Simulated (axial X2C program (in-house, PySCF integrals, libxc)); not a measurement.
**Density and ELF of SnH⁺**

Computed with an in-house relativistic program for diatomic molecules. Spin-free means the one-electron spin-free X2C Hamiltonian. Basis: Sn dyall-cv3z [11s12p9d4f1g], H dyall-v3z [6s2p1d] (cores contracted in-house); Gaussian nuclei, density fitting, unrestricted open shells. Masses: Sn 119.902 u, H 1.008 u.

PBE0, scalar-relativistic, state M_S = 0, Λ = 0 (closed shell); Sn at z = 0, H at z = 1.762 Å.

The maps cover the half plane through the axis: z from -2.4 to 3.6 Å along the bond, ρ from 0.15 to 2.25 Å away from it.

log10 of the density in e/bohr³:

```
 ρ\z  -2.4  -1.8  -1.2  -0.6   0.0   0.6   1.2   1.8   2.4   3.0   3.6
0.15  -3.1  -2.2  -1.3  -0.1   1.8  -0.1  -1.0  -0.7  -1.6  -2.7  -3.7
0.45  -3.1  -2.3  -1.5  -0.5   0.4  -0.5  -1.2  -1.1  -1.8  -2.8  -3.8
0.75  -3.2  -2.4  -1.7  -1.0  -0.5  -1.1  -1.5  -1.6  -2.1  -3.0  -3.9
1.05  -3.4  -2.6  -2.0  -1.5  -1.3  -1.6  -1.9  -2.0  -2.5  -3.3  -4.1
1.35  -3.7  -2.9  -2.3  -1.9  -1.9  -2.1  -2.3  -2.5  -2.9  -3.6  -4.4
1.65  -3.9  -3.2  -2.7  -2.4  -2.4  -2.6  -2.8  -3.0  -3.3  -3.9  -4.7
1.95  -4.2  -3.6  -3.1  -2.8  -2.9  -3.1  -3.3  -3.5  -3.8  -4.3  -5.0
2.25  -4.6  -4.0  -3.5  -3.3  -3.4  -3.6  -3.8  -4.0  -4.3  -4.7  -5.4
```

Electron localisation function (collinear form, no current term, damped to 0 at low density):

```
 ρ\z  -2.4  -1.8  -1.2  -0.6   0.0   0.6   1.2   1.8   2.4   3.0   3.6
0.15  0.75  0.97  0.69  0.59  0.75  0.59  0.85  1.00  1.00  0.97  0.04
0.45  0.67  0.97  0.75  0.39  0.76  0.38  0.82  1.00  1.00  0.94  0.02
0.75  0.47  0.96  0.82  0.28  0.42  0.22  0.76  1.00  1.00  0.84  0.01
1.05  0.20  0.93  0.88  0.41  0.23  0.20  0.61  0.98  0.98  0.47  0.00
1.35  0.05  0.82  0.89  0.59  0.27  0.15  0.33  0.88  0.86  0.08  0.00
1.65  0.01  0.44  0.82  0.64  0.25  0.07  0.10  0.45  0.28  0.01  0.00
1.95  0.00  0.07  0.50  0.47  0.13  0.02  0.02  0.06  0.02  0.00  0.00
2.25  0.00  0.00  0.08  0.13  0.03  0.00  0.00  0.00  0.00  0.00  0.00
```

The state is a single determinant with fixed occupations, the lowest that a limited PBE0 search found.
